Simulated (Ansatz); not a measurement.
Compare A (`O=CC[SiH2]O`) with its isomer B (`C1OC[SiH2]O1`).

Isolated molecules relaxed with PBE0-D4/def2-TZVP in Ansatz; ΔE leaves out vibrations. CCSD(T)/CBS is the MP2 limit (def2-TZVPP, def2-QZVPP) plus CCSD(T) − MP2 in def2-TZVPP, frozen cores. DFT in def2-TZVPP. B3LYP here is the variant with VWN-RPA as its local correlation; programs differ in this. Each species was taken in one conformer, which may not be the lowest.

Task: Which isomer does CCSD(T)/CBS put lower? Give the gap. (Estimate.)

Result: Ansatz gave: A, by 82.9 kJ/mol.

Task: Give E(B) − E(A) in kJ/mol with B2PLYP, CCSD(T)/def2-TZVPP, B3LYP, HF/def2-TZVPP, r2SCAN-D4, ωB97M-V, CCSD/def2-TZVPP. (An estimate is asked.)

Result: The calculation gave: B2PLYP 88.2, CCSD(T)/def2-TZVPP 82.1, B3LYP 88.1, HF/def2-TZVPP 85.9, r2SCAN-D4 83.0, ωB97M-V 80.2, CCSD/def2-TZVPP 80.6. None reverses the order clearly.

Largest T1 diagnostic: 0.014.

From PBE to PBE0 (25 % exact exchange), in def2-TZVPP and without D4, E(B) − E(A) moves by −8.0 kJ/mol.
